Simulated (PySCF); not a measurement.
Species: C5H4F3N.
Z-matrix (Å and degrees, PBE0-D3(BJ)/def2-SVP geometry), rows numbered from 1:
```
C 
C   1  1.3357
C   2  1.4837  1  121.94
N   3  1.2778  2  119.87  1     1.68
C   3  1.4820  2  114.57  1  -178.50
F   5  1.3377  3  117.15  2     4.61
C   5  1.3416  3  127.08  2  -174.58
F   7  1.3089  5  124.23  3    -0.90
F   7  1.3013  5  123.93  3   179.25
H   1  1.0936  2  120.09  3     0.12
H   1  1.0922  2  121.16  3  -179.82
H   2  1.0913  1  120.66  3  -179.95
H   4  1.0195  3  112.59  2  -179.65
```

Linear response at wB97X-D/def2-SVPD (PySCF, frozen core in the response, non-relativistic).

Static isotropic polarisability: 72.53 au (10.75 Å³), principal values 44.3, 69.9, 103.4 au.

Problem. What is the polarisability at 1064 nm and at the sodium D line?

Solution. 73.46 au at 1064 nm (+1.3 %), 75.79 au at 589.3 nm (+4.5 %). The rise at 589.3 nm is 3.51 times that at 1064 nm; a pure ω² law gives 3.26. The lowest singlet lies at 280 nm, shorter than both wavelengths.

Problem. What is the isotropic C6 coefficient between two such molecules, C6 = (3/π)∫α(iω)² dω?

Solution. 2142 au (Eh·bohr⁶) by a ten-point quadrature over imaginary frequencies, which is 1280 eV·Å⁶ or 123 J·nm⁶/mol.

Problem. Which effective excitation energy ω̄ makes London's formula C6 = (3/4)α²ω̄ exact here?

Solution. ω̄ = 4·C6/(3α²) = 0.543 Eh = 14.8 eV. A one-pole form α(ω) = α/(1 − ω²/ω̄²) fitted to the 1064 nm value gives 10.4 eV.

Problem. How many electrons N does the Slater–Kirkwood formula C6 = (3/4)·√N·α^(3/2) need to give this C6?

Solution. N = (4·C6/3)²/α³ = 21.4; the species has 68 electrons in all.

Problem. What n − 1 at the D line would an ideal gas of it have at 273.15 K and 1 atm (2.6868 × 10¹⁹ cm⁻³), by n − 1 = 2π·N·α′?

Solution. 18.96 × 10⁻⁴, a formal value whether or not that pressure can be reached.

Problem. What molar refraction at the D line follows from R = (4π/3)·N_A·α′, with α′ the polarisability volume?

Solution. α′ = 11.23 Å³ gives R = 28.33 cm³/mol, for isolated, non-vibrating species.

Problem. What does −C6/R⁶ come to at R = 10 Å between centres?

Solution. -120 J/mol. This is the leading, orientation-averaged term; C8 and higher terms are left out.

Problem. What three-body coefficient follows from the one-pole estimate C9 = (3/4)·α·C6?

Solution. 117000 au. This is an estimate from the two numbers above, not a computed integral.

The run took about 70 s of CPU time (one thread, shared machine). This is the whole response run at wB97X-D/def2-SVPD, SCF included.

One conformer stands for the species.

wB97X-D is run here without its empirical dispersion term; that term would change no orbital, density or response property at a fixed geometry.
